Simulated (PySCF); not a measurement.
# Computed records: Al2BH5N, C2H5B2

Calculation on a computer-drawn molecule: the log of a Hartree-Fock and frozen-core CCSD(T) single point meant for a local Hartree-Fock minimum, with one planted fault or none, to be diagnosed. Offsets are logged minus clean, where the clean run is the same molecule without the fault. The reference is restricted for singlets and unrestricted otherwise, and also for a bond in bohr or an excited solution. Adding or removing an electron swaps singlet and doublet. The excited solution moves the top pair (singlet) or top alpha electron (doublet) to the lowest empty orbital. Highest occupied and lowest empty are orbital energies over both spins, largest force is the largest gradient component, triples share is (T) over the correlation energy, the T1 limit is 0.02 restricted and 0.045 unrestricted, electrons count all cores, a negative frequency is imaginary (commonest isotopes), and the dipole is about the centre of nuclear charge. Program: PySCF 2.14.0.

Common to all runs: meant charge 1; meant multiplicity 1; logged SCF converged yes; logged CC converged yes; logged SCF stable within its kind yes; possible faults no fault, one electron removed, one electron added, multiplicity raised by two, geometry at a saddle point, SCF held on an excited solution, minimal basis STO-3G, one bond length entered in bohr, all coordinates scaled.

```yaml
- entry: 1
  formula: Al2BH5N
  logged_structure:
    atoms_angstrom:
      - [B, -1.4177, -1.533, 2.4446]
      - [Al, -0.754, -2.274, 0.6303]
      - ["N", -0.0603, -1.1514, -0.2512]
      - [Al, 0.6104, -1.3185, -1.7712]
      - [H, -1.7665, -1.1509, 3.3949]
      - [H, -1.0442, -3.6528, 0.513]
      - [H, 0.0001, -0.2945, 0.0773]
      - [H, 1.1819, -0.1621, -2.3746]
      - [H, 0.5118, -2.6539, -2.2719]
  given:
    meant_basis: "cc-pV(D+d)Z"
    logged_electrons: 42
    logged_basis_functions: 99
    logged_spin_squared: 0.0
    "logged_highest_occupied [eV]": -15.43
    "logged_lowest_empty [eV]": -5.6929
    "logged_largest_force [hartree/bohr]": 0.1054
    logged_T1_diagnostic: 0.014413
    logged_D1_diagnostic: 0.041826
    logged_triples_share: 0.022027
    "logged_dipole_magnitude [debye]": 9.4205
    "logged_energy_HF [hartree]": -565.5457
    "logged_energy_CCSD(T) [hartree]": -565.94324
    drawn_bonds_atom: [1, 2, 3, 1, 2, 3, 4, 4]
    drawn_bonds_other_atom: [2, 3, 4, 5, 6, 7, 8, 9]
    drawn_bonds_order: [1, 1, 1, 1, 1, 1, 1, 1]
  results:
    planted_fault: "all coordinates scaled, by -8.9 %"
    "HF_energy_offset_from_clean_run [kcal/mol]": 46.71
    "CCSD(T)_energy_offset_from_clean_run [kcal/mol]": 51.95
- entry: 2
  formula: C2H5B2
  logged_structure:
    atoms_angstrom:
      - [B, -3.677, 0.0126, -0.2205]
      - [C, -2.3335, -0.45, -0.2037]
      - [B, -1.8692, -0.8363, -1.4895]
      - [C, -1.4307, -0.5393, 1.0676]
      - [H, -4.7869, 0.3869, -0.2781]
      - [H, -1.5015, -1.1509, -2.5578]
      - [H, -1.3085, 0.4516, 1.4977]
      - [H, -1.8896, -1.2052, 1.7941]
      - [H, -0.4502, -0.9296, 0.8089]
  given:
    meant_basis: cc-pVDZ
    logged_electrons: 25
    logged_basis_functions: 81
    logged_spin_squared: 0.7559
    "logged_highest_occupied [eV]": -24.436
    "logged_lowest_empty [eV]": -13.568
    "logged_largest_force [hartree/bohr]": 0.067132
    logged_T1_diagnostic: 0.022978
    logged_D1_diagnostic: 0.11635
    logged_triples_share: 0.030404
    "logged_dipole_magnitude [debye]": 4.6809
    "logged_energy_HF [hartree]": -127.15313
    "logged_energy_CCSD(T) [hartree]": -127.56076
    drawn_bonds_atom: [1, 2, 2, 1, 3, 4, 4, 4]
    drawn_bonds_other_atom: [2, 3, 4, 5, 6, 7, 8, 9]
    drawn_bonds_order: [2, 1, 1, 1, 1, 1, 1, 1]
  results:
    planted_fault: "one electron removed"
    "HF_energy_offset_from_clean_run [kcal/mol]": 336.4
    "CCSD(T)_energy_offset_from_clean_run [kcal/mol]": 367.5
```
